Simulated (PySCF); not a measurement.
## Dipole moment and polarisability of `CSCOC1CC1`

Species: C5H10OS.
Geometry (GFN2-xTB, Å), atoms numbered from 1 in this order:
```xyz
17
C5H10OS angstrom
C      2.4805   -0.4989    0.7885
S      1.7180    1.1401    0.6246
C      0.7962    0.8275   -0.9322
O     -0.1827   -0.1435   -0.8158
C     -1.3422    0.2724   -0.1517
C     -1.4571    0.1153    1.3373
C     -2.2211   -0.7919    0.4179
H      3.2596   -0.6127    0.0395
H      2.9053   -0.5596    1.7843
H      1.7091   -1.2520    0.6569
H      1.5137    0.4731   -1.6741
H      0.3887    1.8012   -1.2266
H     -1.8000    1.1468   -0.6106
H     -1.9912    0.8744    1.8870
H     -0.6142   -0.2983    1.8667
H     -1.8805   -1.8101    0.3183
H     -3.2893   -0.6718    0.3294
```

Level: PBE0/def2-SVPD (PySCF), static field, nuclei fixed, core orbitals frozen in the response. The polarisability tensor in these axes (au):

```
x   94.23  2.71  2.94
y    2.71 78.91 -1.93
z    2.94 -1.93 78.40
```

**Question.** Diagonalise the tensor; give its mean and Δα, where Δα² is half the sum of the squared differences of the eigenvalues.

**Answer.** Principal values 75.84, 80.60 and 95.10 au; mean 83.85 au = 12.43 Å³ = 13.82 × 10⁻⁴⁰ C²·m²/J; Δα = 17.38 au (21 % of the mean).

**Question.** What is the dipole moment, and where does it point?

**Answer.** (-0.52, -0.46, -0.23) D, 0.73 D in size, pointing from the negative to the positive side. Measured along this direction, the outermost atoms are H9 at the negative end and H17 at the positive end.

**Question.** What are the principal values of the traceless quadrupole moment, Θ = ½Σq(3rr − r²1), about the centre of nuclear charge?

**Answer.** -8.95, 0.72, 8.22 D·Å. The values depend on the origin, since the dipole doesn't vanish. The electronic extent ⟨r²⟩ about the same centre is 1065 bohr², a root-mean-square distance of 2.16 Å for the 64 electrons.

**Question.** Find the Langevin capture rate constant for NH4+ (18.034 u) meeting this molecule (118.045 u), k = 2.342 × 10⁻⁹ cm³/s × √(α in Å³ / reduced mass in u).

**Answer.** The reduced mass is 15.64 u, so k = 2.09 × 10⁻⁹ cm³/s. The formula leaves out the permanent dipole, which adds to the capture rate.

**Question.** Directions of the eigenvectors, and the extent of the frame along each?

**Answer.** Largest value along (0.98, 0.14, 0.16), where the nuclei span 6.36 Å; middle along (-0.01, 0.75, -0.66), 3.78 Å; least along (-0.21, 0.65, 0.73), 3.61 Å. The response follows the extents in order.

**Question.** What would n − 1 = 2πNα be for an ideal gas of these molecules at 400 K and 1 atm, electronic part alone?

**Answer.** N = p/kT = 1.8347 × 10¹⁹ cm⁻³, so n − 1 = 2π × N × 12.43 × 10⁻²⁴ cm³ = 1432 × 10⁻⁶ at long wavelengths.

The structure is a single GFN2-xTB conformer in the gas phase; no vibrational or solvent corrections.
